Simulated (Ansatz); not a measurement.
Program: Ansatz. Geometries: PBE0-D4/def2-TZVP. ΔE: electronic, gas phase. CCSD(T)/CBS is the MP2 limit (def2-TZVPP, def2-QZVPP) plus CCSD(T) − MP2 in def2-TZVPP, frozen cores. Functionals use def2-TZVPP. One conformer a species, not always the lowest.

Consider the ligand exchange at a B–N bond: `BNC(C)F` + `CCNC(C)(C)C` → `BN(CC)C(C)(C)C` + `CC(N)F`.

```json
{"level": "r2SCANh-D4", "ΔE (kJ/mol)": "-11.5"}
{"level": "r2SCAN0-D4", "ΔE (kJ/mol)": "-10.4"}
```

Q: What does CCSD(T)/CBS give? (Estimate.)

A: Ansatz gave: -14.6 kJ/mol. The listed levels differ from it by 3.1, 4.2 kJ/mol.

Largest T1 diagnostic among the species: 0.012.

In def2-TZVPP, CCSD(T) changes the Hartree–Fock value by −22.6 kJ/mol (the triples alone add −3.6 kJ/mol) and MP2 by −25.3 kJ/mol. The D4 term adds −7.8 kJ/mol with B3LYP and −4.4 kJ/mol with PBE0; it sums over pairs of atoms, weighted by their polarisabilities, and B3LYP, whose exchange is more repulsive, gets the larger term.

B3LYP here is the variant with VWN-RPA as its local correlation; programs differ in this.
